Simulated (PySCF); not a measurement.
# Radial density of In⁺ (indium, charge +1)

UHF, [Kr] 4d10 5s2, closed-shell 1S. Calculation: PySCF 2.14, in def2-SVP with the def2 core potential (28 electrons); scalar relativity through the core potential. This is the valence pseudo-density: the core potential removes the inner electrons and smooths the orbitals near the nucleus.

```
r (bohr)  4πr²ρ (e/bohr)
  0.0160       1.923e-05
  0.0269       4.793e-05
  0.0452       0.0001083
  0.0761       0.0003835
   0.128        0.004128
   0.215         0.06512
   0.362           1.366
   0.609           14.44
    1.02           18.26
    1.72           4.344
    2.90          0.8730
    4.88         0.06971
    8.20       0.0004908
```

Energies and moments cover only the electrons outside the core potential.
